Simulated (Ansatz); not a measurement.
System: sum formula Si2NH6F, charge 0, multiplicity 1. 
Geometry from a B3LYP-D3(BJ)/def2-TZVP (Ansatz, a first-principles code) optimisation:
```xyz
10

Si     0.9495    -0.7784    -0.1917
F      2.0851     0.0322     0.6081
N     -0.3466     0.2221    -0.6831
Si    -1.7785     0.6559     0.2008
H      0.4388    -1.8015     0.7365
H      1.6136    -1.3378    -1.3842
H     -0.2149     0.6993    -1.5657
H     -2.9965     0.3613    -0.5906
H     -1.8004     2.0978     0.5442
H     -1.7744    -0.1491     1.4406
```
Charge 0, spin multiplicity 1.

Basis-set convergence of Hartree-Fock and CCSD correlation energies (hartree) with Ansatz. Valence correlation only, unless marked. Spin-orbit coupling is left out. Non-relativistic.

```
basis        functions       E(HF)  E(corr, CCSD)
-----------  ---------  ----------  -------------
cc-pV(D+d)Z        104  -735.37457       -0.60563
cc-pV(T+d)Z        222           …              …
```

Task: What belongs in the gaps?

Result: 
- cc-pV(T+d)Z, E(HF): -735.46809
- cc-pV(T+d)Z, E(corr, CCSD): -0.75462
